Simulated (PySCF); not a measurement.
H3GeO3, charge +2, quartet, geometry from GFN2-xTB of the parent state (a state made from the parent by changing its charge; the spin is typed, not shown lowest); PySCF with SVWN5/6-31G**.

Here is a job for PySCF.
```python
from pyscf import gto, scf, dft

mol = gto.Mole()
mol.atom = '''
    O    -1.20878838   -0.88143849   -0.65246148
    Ge    0.01053814    0.00178949    0.00477151
    O    -0.21190247    1.64146400    0.16488531
    O     1.31640198   -0.91478443    0.41904547
    H    -2.04757636   -0.49179411   -0.94951731
    H     0.39377429    2.30248223    0.52591790
    H     2.15089263   -0.62988023    0.81915669
'''
mol.basis = '6-31g**'
mol.charge = 2
mol.spin = 3
mol.verbose = 4
mol.build()

mf = dft.UKS(mol)
mf.xc = 'lda,vwn'
mf.kernel()
mf.analyze()
```

Output, abridged:

```
PySCF version 2.14.0

[INPUT] verbose = 4
[INPUT] num. atoms = 7
[INPUT] num. electrons = 57
[INPUT] charge = 2
[INPUT] spin (= nelec alpha-beta = 2S) = 3
[INPUT] symmetry False subgroup None
[INPUT] Mole.unit = angstrom
[INPUT] Symbol           X                Y                Z      unit          X                Y                Z       unit  Magmom
[INPUT]  1 O     -1.208788380000  -0.881438490000  -0.652461480000 AA   -2.284278980757  -1.665677341750  -1.232973504028 Bohr   0.0
[INPUT]  2 Ge     0.010538140000   0.001789490000   0.004771510000 AA    0.019914198462   0.003381646003   0.009016847101 Bohr   0.0
[INPUT]  3 O     -0.211902470000   1.641464000000   0.164885310000 AA   -0.400437633419   3.101917403333   0.311588077864 Bohr   0.0
[INPUT]  4 O      1.316401980000  -0.914784430000   0.419045470000 AA    2.487639212035  -1.728692035716   0.791881172040 Bohr   0.0
[INPUT]  5 H     -2.047576360000  -0.491794110000  -0.949517310000 AA   -3.869358539534  -0.929356177574  -1.794327666434 Bohr   0.0
[INPUT]  6 H      0.393774290000   2.302482230000   0.525917900000 AA    0.744125562995   4.351060821378   0.993840795006 Bohr   0.0
[INPUT]  7 H      2.150892630000  -0.629880230000   0.819156690000 AA    4.064597994045  -1.190301125978   1.547981797205 Bohr   0.0

nuclear repulsion = 324.153384874856
number of shells = 39
number of NR pGTOs = 197
number of NR cGTOs = 89
basis = 6-31g**
ecp = {}

******** <class 'pyscf.dft.uks.UKS'> ********
method = UKS
initial guess = minao
damping factor = 0
level_shift factor = 0
DIIS = <class 'pyscf.scf.diis.CDIIS'>
diis_start_cycle = 1
diis_space = 8
diis_damp = 0
SCF conv_tol = 1e-09
SCF conv_tol_grad = None
SCF max_cycles = 50
direct_scf = True
direct_scf_tol = 1e-13
number electrons alpha = 30  beta = 27
XC library pyscf.dft.libxc version 7.1.2
    S. Lehtola, C. Steigemann, M. J. T. Oliveira, and M. A. L. Marques,  SoftwareX 7, 1–5 (2018)
XC functionals = lda,vwn
    P. A. M. Dirac,  Math. Proc. Cambridge Philos. Soc. 26, 376 (1930)
    F. Bloch,  Z. Phys. 57, 545 (1929)
    S. H. Vosko, L. Wilk, and M. Nusair,  Can. J. Phys. 58, 1200 (1980)
radial grids:
    Treutler-Ahlrichs [JCP 102, 346 (1995); DOI:10.1063/1.469408] (M4) radial grids

becke partition: Becke, JCP 88, 2547 (1988); DOI:10.1063/1.454033
pruning grids: <function nwchem_prune>
grids dens level: 3
symmetrized grids: False
atomic radii adjust function: <function treutler_atomic_radii_adjust>
small_rho_cutoff = 0
Set gradient conv threshold to 3.16228e-05
tot grids = 92312
init E= -2299.4790846332

cycle= 1 E= -2298.17177836527  delta_E= 1.31  |g|= 0.622  |ddm|=  2.5

cycle= 2 E= -2297.72089124225  delta_E= 0.451  |g|= 1.22  |ddm|= 2.06

cycle= 3 E= -2297.43261335144  delta_E= 0.288  |g|= 1.18  |ddm|= 1.66

cycle= 4 E= -2297.88975555614  delta_E= -0.457  |g|= 0.792  |ddm|= 1.22

cycle= 5 E= -2298.2540303179  delta_E= -0.364  |g|= 0.28  |ddm|=  1.1

cycle= 6 E= -2298.29576977701  delta_E= -0.0417  |g|= 0.0465  |ddm|= 0.243

cycle= 7 E= -2298.2955800311  delta_E= 0.00019  |g|= 0.0503  |ddm|= 0.0625

cycle= 8 E= -2298.29678190943  delta_E= -0.0012  |g|= 0.0101  |ddm|= 0.0565

cycle= 9 E= -2298.29683666631  delta_E= -5.48e-05  |g|= 0.00265  |ddm|= 0.0132

cycle= 10 E= -2298.29684001976  delta_E= -3.35e-06  |g|= 0.00106  |ddm|= 0.00374

cycle= 11 E= -2298.29684065824  delta_E= -6.38e-07  |g|= 0.000191  |ddm|= 0.0013

cycle= 12 E= -2298.29684066772  delta_E= -9.49e-09  |g|= 0.000112  |ddm|= 0.000821

cycle= 13 E= -2298.29684067732  delta_E= -9.59e-09  |g|= 4.5e-05  |ddm|= 0.000756

cycle= 14 E= -2298.29684067891  delta_E= -1.59e-09  |g|= 2.21e-05  |ddm|= 0.000254

cycle= 15 E= -2298.29684067918  delta_E= -2.7e-10  |g|= 2.91e-06  |ddm|= 3.98e-05

Extra cycle  E= -2298.29684067894  delta_E= 2.36e-10  |g|= 2.08e-05  |ddm|= 2.49e-05
converged SCF energy = -2298.29684067894  <S^2> = 3.7575987  2S+1 = 4.0037976
**** SCF Summaries ****
Total Energy =                       -2298.296840678943681
Nuclear Repulsion Energy =             324.153384874856386
One-electron Energy =                -3820.425971090893199
Two-electron Energy =                 1197.975745537093417
Two-electron Coulomb Energy =         1298.518452708836094
DFT Exchange-Correlation Energy =     -100.542707171742620
**** MO energy ****
                             alpha | beta                alpha | beta
MO #1   energy= -396.844785734867  | -396.84377537071   occ= 1 | 1
MO #2   energy= -49.6517946867458  | -49.6501174735828  occ= 1 | 1
MO #3   energy= -44.3263298754305  | -44.3248375396033  occ= 1 | 1
MO #4   energy= -44.324332984644   | -44.3229196811028  occ= 1 | 1
MO #5   energy= -44.32385923003    | -44.3225174113712  occ= 1 | 1
MO #6   energy= -19.2095440981725  | -19.1859496311434  occ= 1 | 1
MO #7   energy= -19.2083729643155  | -19.1859181769049  occ= 1 | 1
MO #8   energy= -19.2082540413553  | -19.1850574038515  occ= 1 | 1
MO #9   energy= -6.51739802476504  | -6.51473156035588  occ= 1 | 1
MO #10  energy= -4.75197964672424  | -4.7501490340401   occ= 1 | 1
MO #11  energy= -4.75167020695774  | -4.74769455928214  occ= 1 | 1
MO #12  energy= -4.74954043390642  | -4.74678059160867  occ= 1 | 1
MO #13  energy= -1.67798802158599  | -1.67274506926016  occ= 1 | 1
MO #14  energy= -1.6719326806199   | -1.66728036601561  occ= 1 | 1
MO #15  energy= -1.66876262782582  | -1.66099961046648  occ= 1 | 1
MO #16  energy= -1.65794725233814  | -1.65299265920618  occ= 1 | 1
MO #17  energy= -1.65605143957917  | -1.65105739992776  occ= 1 | 1
MO #18  energy= -1.49042086807551  | -1.45018425045988  occ= 1 | 1
MO #19  energy= -1.46431284238866  | -1.42193822313199  occ= 1 | 1
MO #20  energy= -1.46018625353985  | -1.41947058384606  occ= 1 | 1
MO #21  energy= -1.09694862558427  | -1.07334320941558  occ= 1 | 1
MO #22  energy= -1.03810445811706  | -1.01194561102026  occ= 1 | 1
MO #23  energy= -1.00052979916828  | -0.97332202309182  occ= 1 | 1
MO #24  energy= -0.909869831444058 | -0.862769647128585 occ= 1 | 1
MO #25  energy= -0.889832647277976 | -0.845550025143528 occ= 1 | 1
MO #26  energy= -0.877560267176506 | -0.835220866656776 occ= 1 | 1
MO #27  energy= -0.873502521465652 | -0.810734872042174 occ= 1 | 1
MO #28  energy= -0.863510216208039 | -0.803433632803023 occ= 1 | 0
MO #29  energy= -0.842094253744145 | -0.801278515585177 occ= 1 | 0
MO #30  energy= -0.591790200010635 | -0.55705251157307  occ= 1 | 0
MO #31  energy= -0.557273189246686 | -0.516166892365954 occ= 0 | 0
MO #32  energy= -0.416614946638594 | -0.398506980320942 occ= 0 | 0
MO #33  energy= -0.406057438173177 | -0.390660640244032 occ= 0 | 0
MO #34  energy= -0.361308320874757 | -0.347221491743768 occ= 0 | 0
MO #35  energy= -0.32882043749697  | -0.315310292338201 occ= 0 | 0
MO #36  energy= -0.288363998730826 | -0.273383499333083 occ= 0 | 0
MO #37  energy= -0.268193398280059 | -0.254236559706967 occ= 0 | 0
MO #38  energy= -0.233170643973573 | -0.220746691942663 occ= 0 | 0

To work with the spin densities directly, `use mulliken_meta_spin()` only printing them here.

 ** Mulliken spin pop alpha/beta on meta-lowdin orthogonal AOs **
 ** Mulliken Spin Density (per AO)  **
spin_pop of  0 O 1s       -0.00000
spin_pop of  0 O 2s        0.04026
spin_pop of  0 O 3s        0.00146
spin_pop of  0 O 2px       0.13718
spin_pop of  0 O 2py       0.06752
spin_pop of  0 O 2pz       0.56317
spin_pop of  0 O 3px       0.00046
spin_pop of  0 O 3py       0.00022
spin_pop of  0 O 3pz       0.00049
spin_pop of  0 O 3dxy      0.00040
spin_pop of  0 O 3dyz      0.00079
spin_pop of  0 O 3dz^2     0.00014
spin_pop of  0 O 3dxz     -0.00016
spin_pop of  0 O 3dx2-y2    0.00020
spin_pop of  1 Ge 1s        0.00000
spin_pop of  1 Ge 2s        0.00001
spin_pop of  1 Ge 3s        0.00004
spin_pop of  1 Ge 4s        0.52851
spin_pop of  1 Ge 5s        0.00774
spin_pop of  1 Ge 2px      -0.00000
spin_pop of  1 Ge 2py      -0.00000
spin_pop of  1 Ge 2pz      -0.00000
spin_pop of  1 Ge 3px      -0.00001
spin_pop of  1 Ge 3py      -0.00001
spin_pop of  1 Ge 3pz      -0.00001
spin_pop of  1 Ge 4px      -0.02185
spin_pop of  1 Ge 4py      -0.01454
spin_pop of  1 Ge 4pz      -0.04675
spin_pop of  1 Ge 5px      -0.00067
spin_pop of  1 Ge 5py      -0.00099
spin_pop of  1 Ge 5pz      -0.00027
spin_pop of  1 Ge 3dxy      0.00004
spin_pop of  1 Ge 3dyz      0.00045
spin_pop of  1 Ge 3dz^2     0.00071
spin_pop of  1 Ge 3dxz      0.00057
spin_pop of  1 Ge 3dx2-y2    0.00005
spin_pop of  1 Ge 4dxy      0.00009
spin_pop of  1 Ge 4dyz      0.00196
spin_pop of  1 Ge 4dz^2     0.00639
spin_pop of  1 Ge 4dxz      0.00484
spin_pop of  1 Ge 4dx2-y2    0.00007
spin_pop of  1 Ge 5dxy      0.00003
spin_pop of  1 Ge 5dyz      0.00047
spin_pop of  1 Ge 5dz^2     0.00183
spin_pop of  1 Ge 5dxz      0.00142
spin_pop of  1 Ge 5dx2-y2    0.00004
spin_pop of  2 O 1s       -0.00000
spin_pop of  2 O 2s        0.05010
spin_pop of  2 O 3s        0.00197
spin_pop of  2 O 2px       0.12788
spin_pop of  2 O 2py       0.09930
spin_pop of  2 O 2pz       0.57737
spin_pop of  2 O 3px       0.00014
spin_pop of  2 O 3py       0.00061
spin_pop of  2 O 3pz       0.00039
spin_pop of  2 O 3dxy      0.00027
spin_pop of  2 O 3dyz      0.00025
spin_pop of  2 O 3dz^2     0.00005
spin_pop of  2 O 3dxz      0.00032
spin_pop of  2 O 3dx2-y2    0.00020
spin_pop of  3 O 1s       -0.00000
spin_pop of  3 O 2s        0.04815
spin_pop of  3 O 3s        0.00195
spin_pop of  3 O 2px       0.14563
spin_pop of  3 O 2py       0.07789
spin_pop of  3 O 2pz       0.57128
spin_pop of  3 O 3px       0.00051
spin_pop of  3 O 3py       0.00023
spin_pop of  3 O 3pz       0.00045
spin_pop of  3 O 3dxy      0.00034
spin_pop of  3 O 3dyz      0.00073
spin_pop of  3 O 3dz^2     0.00002
spin_pop of  3 O 3dxz     -0.00013
spin_pop of  3 O 3dx2-y2    0.00024
spin_pop of  4 H 1s        0.00204
spin_pop of  4 H 2s       -0.00017
spin_pop of  4 H 2px      -0.00002
spin_pop of  4 H 2py      -0.00002
spin_pop of  4 H 2pz       0.00009
spin_pop of  5 H 1s        0.00533
spin_pop of  5 H 2s       -0.00019
spin_pop of  5 H 2px      -0.00003
spin_pop of  5 H 2py      -0.00000
spin_pop of  5 H 2pz       0.00009
spin_pop of  6 H 1s        0.00456
spin_pop of  6 H 2s       -0.00018
spin_pop of  6 H 2px      -0.00002
spin_pop of  6 H 2py      -0.00000
spin_pop of  6 H 2pz       0.00008
 ** Mulliken Spin Density (per atom)  **
spin density of  0 O =      0.81215
spin density of  1 Ge =      0.47016
spin density of  2 O =      0.85885
spin density of  3 O =      0.84729
spin density of  4 H =      0.00192
spin density of  5 H =      0.00520
spin density of  6 H =      0.00443
 ** Mulliken pop alpha/beta on meta-lowdin orthogonal AOs **
 ** Mulliken pop       alpha | beta **
In total            30.00000 | 27.00000
 ** Mulliken atomic charges   ( Nelec_alpha | Nelec_beta ) **
charge of  0O =     -0.18447  (     4.49831      3.68616 )
charge of  1Ge =      1.21528  (    15.62744     15.15728 )
charge of  2O =     -0.19533  (     4.52709      3.66824 )
charge of  3O =     -0.18475  (     4.51602      3.66873 )
charge of  4H =      0.45214  (     0.27489      0.27297 )
charge of  5H =      0.44759  (     0.27881      0.27360 )
charge of  6H =      0.44954  (     0.27744      0.27302 )

WARN: System has nonzero charge 2; the dipole moment is origin-dependent.
Location of origin: [0. 0. 0.]

Dipole moment(X, Y, Z, Debye):  1.16541,  2.55603,  0.89438
```
